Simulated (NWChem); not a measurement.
System: sulfolane (C4H8O2S); SMILES C1S(=O)(=O)CCC1

The following NWChem deck was run.

```
start job
memory heap 200 mb stack 900 mb global 1100 mb
geometry units angstroms noautoz
  O      1.211205     0.412165     1.530663
  S      0.000000     0.000000     0.802167
  O     -1.211205    -0.412165     1.530663
  C     -0.442666     1.288478    -0.438742
  C      0.101127     0.765813    -1.772883
  C     -0.101127    -0.765813    -1.772883
  C      0.442666    -1.288478    -0.438742
  H     -1.533560     1.359998    -0.433130
  H     -0.004817     2.230673    -0.103521
  H     -0.407756     1.240666    -2.617632
  H      1.169239     0.998906    -1.857460
  H      0.407756    -1.240666    -2.617632
  H     -1.169239    -0.998906    -1.857460
  H      0.004817    -2.230673    -0.103521
  H      1.533560    -1.359998    -0.433130
end
basis spherical
  O library 6-31g*
  S library 6-31g*
  C library 6-31g*
  H library 6-31g*
end
dft
  xc pw6b95
  iterations 150
  mulliken
end
task dft energy
```

All runs use the structure optimised with B3LYP/6-31G* (spherical d).

**Question.** Predict the main results of this run. (PW6B95/6-31G* (spherical d).) Quantities: energy (Ha); highest occupied level (eV); orbital gap (eV); dipole (D).

**Answer.** 
| Quantity | Result |
|---|---|
| energy (Ha) | -706.49 |
| highest occupied level (eV) | -7.89 |
| orbital gap (eV) | 9.59 |
| dipole (D) | 5.32 |
